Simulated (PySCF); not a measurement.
Atom-mapped SMILES (the numbers label the heavy atoms): `[CH3:1][BH:2][NH:3][CH2:4][CH3:5]`. Hydrogens are named by the atom that carries them.

Geometry: PBE0-D3(BJ)/def2-SVP; GIAO absolute shieldings from PySCF, gas phase, non-relativistic, averaged over equivalent atoms.

At wB97X-D/pcSseg-1 (135 basis functions, 12 s wall time on 1 thread of an Arm Neoverse V2, shared host):
```tsv
atoms	σ (ppm)
C4	138.8
C5	163.0
C1	179.0
B2	60.8
N3	122.7
H(B2)	26.51
H(N3)	27.64
H(C4)	28.33
H(C5)	30.28
H(C1)	31.09
```

Predict the values at PBE0/pcSseg-2 on the same geometry.

Answers


```
atoms  σ at PBE0/pcSseg-2  change
   C4               136.0    -2.8
   C5               162.3    -0.7
   C1               178.4    -0.6
   B2                56.7    -4.1
   N3               114.1    -8.6
H(B2)               26.24   -0.27
H(N3)               27.18   -0.46
H(C4)               28.07   -0.26
H(C5)               30.21   -0.07
H(C1)               30.95   -0.14
```

The largest change is at N3 (nitrogen bonded to C, B, H). Cost: 320 basis functions, 44 s wall time on 1 thread of an Arm Neoverse V2, shared host. The order of the carbon signals is the same at both levels.

A carbon bonded to boron is broadened by the quadrupolar boron nucleus and is often missing from a measured spectrum.
